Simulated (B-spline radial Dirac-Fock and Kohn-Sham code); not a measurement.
## Cl⁵⁺ 2p3/2: cross section and angular parameters

System: the Cl⁵⁺ ion in the configuration [Ne] 3s2; threshold 296.0 eV (orbital energy of the model). Calculated with an atomic code on a B-spline grid, using Dirac-Hartree-Slater photoionisation with a Latter tail; cross sections with all multipoles, angular parameters from the dipole term and its interference with E2.

For linearly polarised light dσ/dΩ = σ/(4π) [1 + β P₂(cos θ) + (δ + γ cos²θ) sin θ cos φ], with θ from the polarisation vector and φ the angle between the beam and the projection of the electron momentum on the plane normal to the polarisation.

```
hν (eV)   σ (kb)      β       γ      δ
    305     1550  1.117  -0.058  0.008
    347     1160  1.336  -0.004  0.012
    402      823  1.433   0.054  0.015
    603      289  1.481   0.213  0.020
    633      253  1.476   0.232  0.020
    699      193  1.462   0.272  0.022
    800      133  1.434   0.325  0.025
    855      110  1.417   0.351  0.027
    909     92.1  1.400   0.376  0.028
    927     87.0  1.394   0.383  0.029
    984     73.1  1.376   0.407  0.031
   1160        ?      ?       ?      ?
 1486.9     21.0  1.220   0.565  0.048
   1580     17.4  1.193   0.587  0.051
   1880     10.1  1.115   0.650  0.062
   2550     3.74  0.969   0.754  0.086
   2940     2.33  0.899   0.800  0.100
   4000    0.818  0.750   0.891  0.136
   6870    0.121  0.510   1.029  0.221
 8047.8   0.0678  0.448   1.068  0.252
  10200   0.0282  0.362   1.126  0.302
  15000  0.00659  0.238   1.224  0.399
```

Question: Give the values at 1160 eV.

Answer: σ = 44.8 kb, β = 1.320, γ = 0.471, δ = 0.036.
